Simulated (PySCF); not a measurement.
Cost of one run: spin–spin coupling job, pivaloyl chloride, `CC(C)(C)C(=O)Cl`.

Method: B3LYP/6-31G* indirect spin-spin coupling, non-relativistic, gas phase (PySCF 2.14.0, density-fitted response routines). Geometry: PBE0-D3(BJ)/def2-SVP. Work: spin–spin couplings from 14 perturbed nuclei, spin–dipole term left out, density fitting. A driver script takes a list of jobs; this job's settings line and coordinates (Å) are shown.

Command:
```bash
OMP_NUM_THREADS=1 python probes_run.py task.json out
```

Input:
```
{"job": {"kind": "j", "xc": "B3LYP", "basis": "6-31G*"}, "charge": 0, "multiplicity": 1}
C      0.038567    -0.037571     0.652544
C     -0.156969    -1.401981     1.313308
C     -0.373020    -2.484074     0.249085
C      1.054581    -1.750165     2.186535
C     -1.393269    -1.308454     2.198817
O     -2.075572    -0.359064     2.371581
Cl    -1.790973    -2.849339     3.049124
H      0.175053     0.753422     1.403453
H      0.929891    -0.064535     0.008486
H     -0.829005     0.233850     0.034389
H      0.512964    -2.531035    -0.402080
H     -1.246084    -2.256241    -0.381181
H     -0.522155    -3.472053     0.705359
H      1.214943    -0.992534     2.968579
H      0.931690    -2.728570     2.670649
H      1.955597    -1.783735     1.555571
```

Hardware: an Arm Neoverse V1 with one thread, no GPU (shared host). PySCF's memory limit was set to 2400 MB.

Task: How large is the basis?

Result: 120 functions for 64 electrons, with 784 fitting functions; the fitted three-index integrals, 784 × 120 × 121/2 numbers of 8 bytes, come to 43 MiB.

Task: How long does the run take?

Result: About 15 s. The SCF took 14 cycles.

Task: How much memory does it need at the peak?

Result: About 0.78 GiB. Peak memory is the resident size of the whole Python process, interpreter and libraries included.

Task: At this speed, how long would 5000 such jobs take on 16 cores, one job a core?

Result: 5000/16 gives 313 rounds of 15 s, about 78 min of wall time and 21 core-hours, if the jobs don't slow each other.

The SCF part of the output:
```
coarse grid: 13720 points
cycle   1  E = -731.2704714764  dE =  7.416e-01  |g| = 8.993e-01  |ddm| = 3.614e+00
cycle   2  E = -730.6135511993  dE =  6.569e-01  |g| = 2.043e+00  |ddm| = 2.088e+00
cycle   3  E = -731.4235376788  dE = -8.100e-01  |g| = 2.688e-01  |ddm| = 1.646e+00
cycle   4  E = -731.4414357873  dE = -1.790e-02  |g| = 8.480e-02  |ddm| = 3.783e-01
cycle   5  E = -731.4429898911  dE = -1.554e-03  |g| = 2.360e-02  |ddm| = 9.612e-02
cycle   6  E = -731.4431262955  dE = -1.364e-04  |g| = 5.836e-03  |ddm| = 3.196e-02
cycle   7  E = -731.4431349251  dE = -8.630e-06  |g| = 2.032e-03  |ddm| = 1.016e-02
final grid: 127344 points
cycle   8  E = -731.3785462418  dE = -1.761e-05  |g| = 9.472e-03  |ddm| = 2.535e-02
cycle   9  E = -731.3785141147  dE =  3.213e-05  |g| = 1.526e-02  |ddm| = 2.440e-02
cycle  10  E = -731.3785675836  dE = -5.347e-05  |g| = 2.899e-03  |ddm| = 1.527e-02
cycle  11  E = -731.3785692794  dE = -1.696e-06  |g| = 3.270e-04  |ddm| = 2.357e-03
cycle  12  E = -731.3785693017  dE = -2.226e-08  |g| = 1.250e-04  |ddm| = 5.437e-04
cycle  13  E = -731.3785693057  dE = -3.976e-09  |g| = 2.456e-05  |ddm| = 1.607e-04
cycle  14  E = -731.3785693058  dE = -1.446e-10  |g| = 7.919e-06  |ddm| = 3.573e-05
converged SCF energy = -731.3785693058
```

On the final grid dE counts from the start density on that grid.

Times come from a shared host and carry two figures at best.
